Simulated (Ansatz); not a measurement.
Consider the hydrogenolysis of a Ga–F bond: `[F][GaH][O][GeH3]` + H₂ → `[GaH2][O][GeH3]` + H–F.

Gas-phase electronic energies from Ansatz, PBE0-D4/def2-TZVP geometries. CCSD(T)/CBS adds triple-zeta CCSD(T) − MP2 to the extrapolated MP2 energy (def2 sets, frozen cores). This one scheme is used for every species. Functionals use def2-TZVPP. B3LYP here is the variant with VWN-RPA as its local correlation; programs differ in this. HSE06 is defined as in plane-wave codes. For Ga, Ge outer-core shells are correlated without core-valence functions, which leaves a few kJ/mol of doubt a bond. Scalar relativity is left out up to krypton. Each species was taken in one conformer, which may not be the lowest.

`[F][GaH][O][GeH3]`:

```xyz
8

F     2.160    0.297    0.964
Ga    0.991   -1.007    1.126
O    -0.470   -0.729    0.186
Ge   -0.896    0.648   -0.861
H     1.291   -2.226    2.015
H    -0.914    1.937   -0.022
H    -2.294    0.325   -1.407
H     0.132    0.755   -2.001
```

H₂:

Z-matrix (Å, degrees):
```
H
H 1 0.746
```

`[GaH2][O][GeH3]`:

Z-matrix (Å, degrees):
```
Ge
O 1 1.769
H 1 1.539 2 107.8
H 1 1.538 2 107.8 3 -119.4
H 1 1.544 2 109.8 3 120.3
Ga 2 1.781 1 131.3 3 -120.2
H 6 1.565 2 116.8 1 0.0
H 6 1.558 2 114.2 1 180.0
```

H–F:

Cartesian coordinates in Å:
```
F -0.332 -0.294 0.120
H 0.332 0.294 -0.120
```

```json
{"level": "LDA (SPW92)", "ΔE (kJ/mol)": "70.2", "difference from CCSD(T)/CBS": "-6.4"}
{"level": "PBE-D4", "ΔE (kJ/mol)": "77.7", "difference from CCSD(T)/CBS": "1.1"}
{"level": "B97M-V", "ΔE (kJ/mol)": "76.7", "difference from CCSD(T)/CBS": "0.1"}
{"level": "r2SCAN0-D4", "ΔE (kJ/mol)": "80.3", "difference from CCSD(T)/CBS": "3.7"}
{"level": "BHLYP-D4", "ΔE (kJ/mol)": "80.3", "difference from CCSD(T)/CBS": "3.7"}
{"level": "PBE0", "ΔE (kJ/mol)": "72.1", "difference from CCSD(T)/CBS": "-4.5"}
{"level": "B3LYP", "ΔE (kJ/mol)": "80.5", "difference from CCSD(T)/CBS": "3.9"}
{"level": "HSE06", "ΔE (kJ/mol)": "72.0", "difference from CCSD(T)/CBS": "-4.6"}
{"level": "BHLYP", "ΔE (kJ/mol)": "79.0", "difference from CCSD(T)/CBS": "2.4"}
{"level": "LC-ωPBE", "ΔE (kJ/mol)": "77.7", "difference from CCSD(T)/CBS": "1.1"}
{"level": "RPA@PBE/def2-TZVPP", "ΔE (kJ/mol)": "77.2", "difference from CCSD(T)/CBS": "0.6"}
{"level": "HF/def2-SVP", "ΔE (kJ/mol)": "80.8", "difference from CCSD(T)/CBS": "4.2"}
{"level": "CCSD/def2-SVP", "ΔE (kJ/mol)": "87.3", "difference from CCSD(T)/CBS": "10.7"}
{"level": "HF/def2-TZVPP", "ΔE (kJ/mol)": "78.1", "difference from CCSD(T)/CBS": "1.5"}
{"level": "HF/def2-QZVPP", "ΔE (kJ/mol)": "79.4", "difference from CCSD(T)/CBS": "2.8"}
{"level": "MP2/def2-QZVPP", "ΔE (kJ/mol)": "83.0", "difference from CCSD(T)/CBS": "6.4"}
{"level": "CCSD(T)/CBS", "ΔE (kJ/mol)": "76.6", "difference from CCSD(T)/CBS": "0"}
```

Largest T1 diagnostic among the species: 0.014.

From r2SCAN to r2SCAN0 (25 % exact exchange), in def2-TZVPP and without D4, ΔE moves by −6.5 kJ/mol. At CCSD(T), def2-SVP lies +12.3 kJ/mol from the extrapolated value and def2-TZVPP +2.3 kJ/mol. Leaving LDA and LC-ωPBE aside and taking each functional with its dispersion term where it has one, the values, not all of them listed here, spread over 14.1 kJ/mol, from HSE06-D4 to r2SCAN-D4. LDA lies −6.5 kJ/mol from PBE without D4.

CCSD(T)/CBS has its own doubt, a few kJ/mol and more with outer-core shells, so smaller differences from it don't rank the levels.
